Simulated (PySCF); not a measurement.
## Unknowns

PySCF calculation with NMR shieldings at PBE0/pcSseg-1/GIAO and geometry from GFN2-xTB; gas phase, relativity neglected, single conformer, one averaged value for each set of equivalent atoms.

Referencing at the same level of theory: 1H (σ = 31.72 ppm) and 13C (σ = 186.93 ppm) vs TMS. Splittings of carbon signals by F and P are missing where no couplings were computed. Where no couplings were computed, multiplicities follow the n + 1 count of equivalent neighbours, and m marks all less simple cases (inequivalent or close neighbours, rings, F or P nearby). Shifts are as computed. Against solution values, carbons near 30 ppm lie about +3 ppm off and those near 130 ppm about +5 ppm. Of 1211 compounds with measured shifts, 218 miss one by over three times the rms of a fit or turn the order of signals round; such compounds aren't used in these exercises.

Task: C6H9FO2. 1H NMR (400 MHz, computed): δ 3.75 (s, 3H), 2.37 (s, 3H), 2.26 (s, 3H). 13C{1H} NMR (computed): δ 165.2, 163.3, 144.9, 60.9, 24.9, 24.5. Identify the compound.

Result: `COC(C(=O)F)=C(C)C`. The formula gives 2 degrees of unsaturation (no ring in the answer). 6 carbon signals for 6 carbons: no two carbons are equivalent. Carbon types of the structure: 3 × C, 3 × CH3, which accounts for all hydrogens. δC 165.2: β carbon of a C=C–C=O unit; conjugation with the carbonyl draws π density from the β position. δC 163.3: carbonyl carbon. δC 144.9: alkene carbon bearing oxygen; an sp2 carbon further deshielded by the attached heteroatom. δC 60.9: methyl carbon bonded to O; deshielded by the electronegative neighbour.

The shifts were computed for this structure.

Task: C6H6F3N3. 1H NMR (600 MHz, computed): δ 7.37 (m, 1H), 6.60 (m, 1H), 5.43 (m, 1H), 2.70 (s, 3H). 13C{1H} NMR (computed): δ 150.4 (C), 144.1 (C), 138.8 (CH), 131.5 (C), 112.0 (CH2), 12.2 (CH3). Identify the compound.

Result: `CC1=NN(C=C)N=C1C(F)(F)F`. The formula gives 4 degrees of unsaturation (1 ring in the answer). 6 carbon signals for 6 carbons: no two carbons are equivalent. Carbon types of the structure: 3 × C, 1 × CH, 1 × CH2, 1 × CH3, which accounts for all hydrogens. δC 150.4, 144.1: substituted aromatic carbon next to a ring nitrogen. δC 138.8: alkene CH; an sp2 carbon of a C=C bond. δC 131.5: CF3 carbon; 3 electronegative neighbours deshield it. δC 112.0: terminal =CH2 carbon; as expected for a trigonal carbon in a double bond.

The data come from this structure; uniqueness wasn't tested.

Task: C6H9FO2. 1H NMR (300 MHz, computed): δ 5.52 (m, 1H), 4.89 (m, 1H), 4.31 (m, 1H), 4.17 (m, 1H), 4.12 (m, 1H), 3.76 (s, 3H), 3.41 (m, 1H). 13C{1H} NMR (computed): δ 166.5, 99.1, 87.5, 71.7, 69.5, 55.8. Give a structure.

Result: `COC1=C[C@@H](F)COC1`. Rings plus π bonds: 2 (1 ring in the answer). 6 carbon signals for 6 carbons: no two carbons are equivalent. Carbon types of the structure: 1 × C, 2 × CH, 2 × CH2, 1 × CH3, which accounts for all hydrogens. δC 166.5: alkene carbon bearing oxygen; an sp2 carbon further deshielded by the attached heteroatom. δC 87.5: allylic sp3 CH bonded to F; the inductive effect lowers its shielding. δC 71.7: sp3 CH2 bonded to O; deshielded by the electronegative neighbour. δC 69.5: allylic sp3 CH2 bonded to O; the inductive effect lowers its shielding.

The shifts were computed for this structure.
